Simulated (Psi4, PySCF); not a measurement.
C₂H₆SZn (SMILES C[CH2][Zn][SH]), singlet, at a GFN2-xTB geometry (such geometries of metal compounds can be far from the true shape), atoms displaced at random by about 0.08 Å a coordinate. Base run: PySCF with PBE/6-31G, gradient.

Input for PySCF:
```python
from pyscf import gto, scf, dft

mol = gto.M(
    atom='''
Zn   -0.540224   -0.187525    0.149796
C     0.313648   -1.808545   -0.748338
C     1.384966   -1.223603   -1.697143
H    -0.601982   -2.286346   -1.447560
H     0.747999   -2.523994   -0.064905
H     2.208055   -0.743666   -1.211392
H     0.864697   -0.494507   -2.568035
H     1.900636   -2.053663   -2.255994
S    -0.043303    2.014084    0.867171
H    -1.151443    2.105039    1.685870
''',
    basis='6-31g',
    charge=0,
    spin=0,
    verbose=4,
)

mf = dft.RKS(mol)
mf.xc = 'pbe'
mf.kernel()
g = mf.nuc_grad_method()
grad = g.kernel()
```

Programs used: Psi4, PySCF; a row that names a program was run with it.

The coordinate followed is y of atom 10.

Each row names what was changed in the base input (with any setting that the change needs).

| change | dE/dx (Eh/bohr) | net force (Eh/bohr) |
|---|---|---|
| base | -0.003894 | 0.000040 |
| grids.level = 0; grid_response = on | -0.003680 | 0.000000 |
| finite difference step (bohr) = 0.2; conv_tol = 1e-11 | -0.003749 | - |
| finite difference step (bohr) = 0.01; conv_tol = 1e-11 | -0.003893 | - |
| finite difference step (bohr) = 0.05; conv_tol = 1e-11 | -0.003884 | - |
| conv_tol = 1e-11 | -0.003894 | 0.000040 |
| conv_tol = 1e-4 | -0.003880 | 0.000040 |
| density fitting = on | -0.003894 | 0.000040 |
| code = psi4 | -0.004007 | 0.000176 |
| grids.level = 1; grid_response = off | -0.003924 | 0.000698 |
| grids.level = 0; grid_response = off | -0.003950 | 0.004215 |
| grids.level = 1; grid_response = on | -0.003896 | 0.000000 |

The net force is zero for an exact gradient.
